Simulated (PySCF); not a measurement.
How methods differ on the ionisation energy of Rb¹⁵⁺

Rb¹⁵⁺ [Ar] 3d4 [3d3/2^4, M_J = 0] → Rb¹⁶⁺ [Ar] 3d3 [3d3/2^3, M_J = 3/2], as a difference of total energies. Computed with PySCF 2.14 in an even-tempered Gaussian basis (17 s from 1.3 bohr⁻², ratio 2.8; 12 p from 1.7 bohr⁻², ratio 2.8; 8 d from 1.7 bohr⁻², ratio 2.8; 4 f from 6.4 bohr⁻², ratio 3), with the two-component X2C-1e Hamiltonian. Correlated levels: [Ne] frozen; the 76 highest virtual spinors dropped. "Screened" scales the spin-orbit matrix elements by Boettger's factors to mimic the two-electron term; Breit and QED terms are absent.

| method | ionisation energy (eV) |
| --- | --- |
| GHF (spin-free) | 550.83 |
| GMP2 (spin-free) | 551.33 |
| GHF (screened spin-orbit) | 550.38 |
| GMP2 (screened spin-orbit) | 550.89 |

Q: How much does correlation contribute at GMP2 (screened spin-orbit)?

A: 550.89 − (550.38) = 0.51 eV, measured against GHF (screened spin-orbit).

Breit and QED terms and the two-electron picture change are absent.

The spin-free rows relax to the high-spin LS determinant and lack the spin-orbit shift.

The labels give the starting determinants; with spin-orbit coupling the two ends relaxed to ⟨J²⟩ = 3.33, ⟨L²⟩ = 5.84, ⟨S²⟩ = 5.84 and ⟨J²⟩ = 5.97, ⟨L²⟩ = 11.81, ⟨S²⟩ = 3.65.

The determinant of Rb¹⁵⁺ and of Rb¹⁶⁺ mixes levels of different J (the jj label is only the starting occupation), so the difference between spin-free and spin-orbit rows is not the physical spin-orbit shift.

For comparison: 550 ± 3 eV (theoretical estimate listed by NIST; NIST Atomic Spectra Database, ionization energies).
